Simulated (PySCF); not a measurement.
How exact exchange moves a shielding

Molecule: `NCB(O)O`, CH₆BNO₂.

Geometry:
| atom | x (Å) | y (Å) | z (Å) |
| --- | --- | --- | --- |
| N1 | 1.729 | -0.455 | -0.346 |
| C2 | 0.708 | 0.205 | 0.462 |
| B3 | -0.796 | 0.091 | -0.023 |
| O4 | -1.067 | -0.628 | -1.144 |
| O5 | -1.847 | 0.681 | 0.625 |
| H6 | 1.505 | -1.448 | -0.408 |
| H7 | 1.649 | -0.126 | -1.308 |
| H8 | 0.780 | -0.171 | 1.501 |
| H9 | 0.969 | 1.277 | 0.560 |
| H10 | -2.010 | -0.625 | -1.345 |
| H11 | -1.583 | 1.170 | 1.409 |

GIAO shieldings (ppm, equivalent atoms averaged) in PySCF on the PBE0-D3(BJ)/def2-SVP geometry, basis pcSseg-2, gas phase, non-relativistic:

```tsv
functional	exact exchange (%)	σ(C2)	σ(B3)	σ(O4/O5)
BLYP	0	138.9	60.0	203.1
BP86	0	144.4	62.8	204.1
PBE	0	144.3	62.0	203.7
PBE0	25	151.2	66.9	213.4
mPW1PW91	25	150.5	66.9	213.3
BHandHLYP	50	152.3	70.1	221.4
HF	100	162.6	81.3	237.6
```

(1) Fit each shielding as a line in the percentage of exact exchange.

(2) What does the line predict for B3LYP (20 %), and what does the run give?

## Answers

(1) σ(C2) = 143.5 + 0.20 x (rms 2.3 ppm); σ(B3) = 61.6 + 0.19 x (rms 0.9 ppm); σ(O4/O5) = 204.1 + 0.34 x (rms 0.6 ppm). The functionals also differ in their semilocal parts, which the line can't hold; Hartree–Fock has no correlation at all.

(2) σ(C2): 147.5 predicted, 145.0 computed; σ(B3): 65.4 predicted, 64.0 computed; σ(O4/O5): 210.9 predicted, 210.7 computed ppm.
